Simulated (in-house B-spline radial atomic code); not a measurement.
The numbers below are computed, except where a source is named.
## Co ion on As atom: potential, deflection and energy transfer

The pair potential comes from two frozen, spherical free-atom densities (PBE, B-spline radial code, scalar-relativistic past argon): electrostatics plus the change in Thomas-Fermi kinetic and Dirac exchange energy where they overlap, the recipe behind the universal ZBL potential, which averages such potentials (from solid-state densities) over many pairs. It is written V = (Z1 Z2 e²/r) φ(r/a), with e² = 14.3996 eV·Å and a = 0.46850 Å/(Z1^0.23 + Z2^0.23); ZBL's fit is φ = 0.18175 e^(−3.1998x) + 0.50986 e^(−0.94229x) + 0.28022 e^(−0.4029x) + 0.02817 e^(−0.20162x). Where φ falls below 4e-4 it is continued as an exponential.

Masses 58.93 and 74.92 u.

| x = r/a | φ, this pair | φ, ZBL |
| --- | --- | --- |
| 0.1 | 0.8932 | 0.8928 |
| 0.5 | 0.6235 | 0.6096 |
| 1.5 | 0.3125 | 0.2995 |
| 3 | 0.137 | 0.1292 |
| 5 | 0.05448 | 0.05224 |
| 8 | 0.01708 | 0.01705 |
| 12 | 0.004669 | 0.00474 |
| 17 | 0.001208 | 0.001212 |

Q: At x = 4 the electrostatic, kinetic and exchange parts are 36.21, 2657.78 and -174.79 eV. Find r, V and φ.

A: a = 0.46850/(2.1341 + 2.2349) = 0.10723 Å, so r = 0.42893 Å. V = 36.21 + 2657.78 + (-174.79) = 2519.20 eV. The bare repulsion is 27 × 33 × 14.3996/0.42893 = 29912 eV, so φ = 0.0842, +4.9 % against ZBL's 0.0803. The kinetic (Pauli) term is 106 % of V here, as the other two terms together attract.

Q: The ion comes in at 213.8 keV with impact parameter 0.5362 Å. The scattering integral gives a centre-of-mass angle of 1.273° and a closest approach of 5.027 a. What are the reduced energy, the energy passed on and the laboratory angles?

A: ε = E a M2/(Z1 Z2 e² (M1 + M2)) = 213800 × 4.6782e-06 = 1. The most that one collision can pass on is γE with γ = 4 M1 M2/(M1 + M2)² = 0.9857. Here T = γE sin²(θ/2) = 0.9857 × 213800 × 0.0001233 = 25.99 eV. The ion turns by arctan(sin θ/(cos θ + M1/M2)) = 0.7°, and the struck atom leaves at (180° − θ)/2 = 89.4°. The closest approach is 0.539 Å. With ZBL the angle would be 1.22° and T = 23.75 eV.
